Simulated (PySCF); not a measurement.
A TDDFT job was run through a driver script with this input:

```
{"job": {"kind": "uv", "xc": "PBE0", "basis": "def2-SVPD", "nstates": 6, "ntriplets": 2}, "charge": 0, "multiplicity": 1}
F     -0.173509     1.332098    -1.064220
Ge    -0.075064     0.037533     0.115620
Cl    -1.526362    -1.364271    -0.408703
Br     2.032382    -0.786407    -0.075576
H     -0.248824     0.783898     1.415693
```

Its output, with some lines taken out ([cut]):

```
coarse grid: 28840 points
cycle   1  E = -5210.2430441452  dE = -1.322e+00  |g| = 7.332e-01  |ddm| = 2.851e+00
cycle   2  E = -5210.0600632666  dE =  1.830e-01  |g| = 1.287e+00  |ddm| = 1.827e+00
cycle   3  E = -5210.3361217197  dE = -2.761e-01  |g| = 1.328e-01  |ddm| = 1.092e+00
cycle   4  E = -5210.3388526535  dE = -2.731e-03  |g| = 4.053e-02  |ddm| = 1.675e-01
cycle   5  E = -5210.3391236377  dE = -2.710e-04  |g| = 8.012e-03  |ddm| = 3.981e-02
cycle   6  E = -5210.3391337217  dE = -1.008e-05  |g| = 1.767e-03  |ddm| = 9.889e-03
cycle   7  E = -5210.3391346858  dE = -9.641e-07  |g| = 3.117e-04  |ddm| = 3.145e-03
final grid: 54840 points
cycle   8  E = -5210.3391132287  dE = -6.065e-08  |g| = 3.749e-04  |ddm| = 1.494e-03
cycle   9  E = -5210.3391132165  dE =  1.221e-08  |g| = 4.565e-04  |ddm| = 1.144e-03
cycle  10  E = -5210.3391132657  dE = -4.914e-08  |g| = 4.659e-05  |ddm| = 6.008e-04
cycle  11  E = -5210.3391132660  dE = -2.710e-10  |g| = 1.413e-05  |ddm| = 4.559e-05
converged SCF energy = -5210.3391132660

[cut]

Singlet excitations
state   eV       nm        f      main configurations
[cut]
[cut]
  3   7.0087    176.9   0.05517   H-2->L 0.89
[cut]
  5   7.4202    167.1   0.00085   H->L+1 0.96
  6   7.6339    162.4   0.00886   H-1->L+1 0.74, H->L+2 0.10

Triplet excitations (Tamm-Dancoff, eV): 5.5635 5.6396
```

Theory: TDDFT PBE0/def2-SVPD, vertical, gas phase, core orbitals frozen in the response in PySCF 2.14.0, density-fitted response routines. Geometry: GFN2-xTB; no solvent, vibrations or thermal averaging. Relativistic effects, spin–orbit coupling among them, are left out although an element past zinc is present.

Restore the lines that were cut, in order.

```
Static polarisability (au): isotropic 63.610, principal 52.496 60.738 77.596
  1   6.1080    203.0   0.01622   H->L 0.71, H-1->L 0.27
  2   6.1157    202.7   0.01283   H-1->L 0.72, H->L 0.26
  4   7.1714    172.9   0.01363   H-3->L 0.95
```

What share of the summed oscillator strength falls to the strongest level in this window?

State 3 at 177 nm: 0.0552 of 0.1076, or 51%.

Give the mean polarisability in Å³.

63.61 au × 0.148185 = 9.43 Å³.

What is the gap between the lowest singlet and the lowest triplet?

6.1080 − 5.5635 = 0.5445 eV (full response against Tamm–Dancoff).

Which species is it?

`[F][Ge@@H]([Cl])[Br]` (BrClFGeH), point group C1.

The SCF starts on a coarse grid; the energy jumps when the final grid takes over, and dE counts afresh there. H and L stand for HOMO and LUMO.
